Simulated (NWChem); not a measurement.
System meant: NbNH2OF2; SMILES [F][Nb]([OH])(=[NH])[F]

Input file for NWChem:

```
start job
memory heap 200 mb stack 900 mb global 1100 mb
geometry units angstroms noautoz
  Nb     0.000438    -0.053755     0.033710
  N     -0.001362     0.044561    -1.720045
  H     -0.002165     0.047303    -2.743238
  F      1.574263    -0.949379     0.568877
  F     -1.564472    -0.963472     0.571244
  O     -0.007012     1.720775     0.711560
  H     -0.011498     2.568691     0.233721
end
basis spherical
  Nb library def2-svp
  N library def2-svp
  H library def2-svp
  F library def2-svp
  O library def2-svp
end
ecp
  Nb library def2-ecp
end
dft
  odft
  mult 2
  xc b3lyp
  iterations 150
  mulliken
end
task dft energy
```

End of the output:

```
 Summary of "ao basis" -> "" (spherical)
 ------------------------------------------------------------------------------
       Tag                 Description            Shells   Functions and Types
 ---------------- ------------------------------  ------  ---------------------
 Nb                         def2-svp                11       31   5s3p2d1f
 N                          def2-svp                 6       14   3s2p1d
 H                          def2-svp                 3        5   2s1p
 F                          def2-svp                 6       14   3s2p1d
 O                          def2-svp                 6       14   3s2p1d

                                 NWChem DFT Module
                                 -----------------

 Summary of "ao basis" -> "ao basis" (spherical)
 ------------------------------------------------------------------------------
       Tag                 Description            Shells   Functions and Types
 ---------------- ------------------------------  ------  ---------------------
 Nb                         def2-svp                11       31   5s3p2d1f
 N                          def2-svp                 6       14   3s2p1d
 H                          def2-svp                 3        5   2s1p
 F                          def2-svp                 6       14   3s2p1d
 O                          def2-svp                 6       14   3s2p1d

      Symmetry analysis of basis
      --------------------------

        a'         63
        a"         34

  number of electrons :                   48
  multiplicity        :                    2
 ------------------------------------------------------------------------
  no. of electrons and multiplicity not compatible                  48
 ------------------------------------------------------------------------
 ------------------------------------------------------------------------
  current input line :
    29: task dft energy
 ------------------------------------------------------------------------
 ------------------------------------------------------------------------
 There is an error in the input file
 ------------------------------------------------------------------------
 For more information see the NWChem manual at https://nwchemgit.github.io

0: no. of electrons and multiplicity not compatible:Received an Error in Communication
```

### Question
Find the fault in this run and fix the input.

### Answer
The program refused the input. Cause: the multiplicity doesn't fit the number of electrons (an even count wants an odd multiplicity, and the reverse). This input runs:
```
start job
memory heap 200 mb stack 900 mb global 1100 mb
geometry units angstroms noautoz
  Nb     0.000438    -0.053755     0.033710
  N     -0.001362     0.044561    -1.720045
  H     -0.002165     0.047303    -2.743238
  F      1.574263    -0.949379     0.568877
  F     -1.564472    -0.963472     0.571244
  O     -0.007012     1.720775     0.711560
  H     -0.011498     2.568691     0.233721
end
basis spherical
  * library def2-svp
end
ecp
  Nb library def2-ecp
end
dft
  xc b3lyp
  iterations 150
  mulliken
end
task dft energy
```
It converges to -387.82526 Ha (B3LYP/def2-SVP with def2 effective core potentials on Nb).
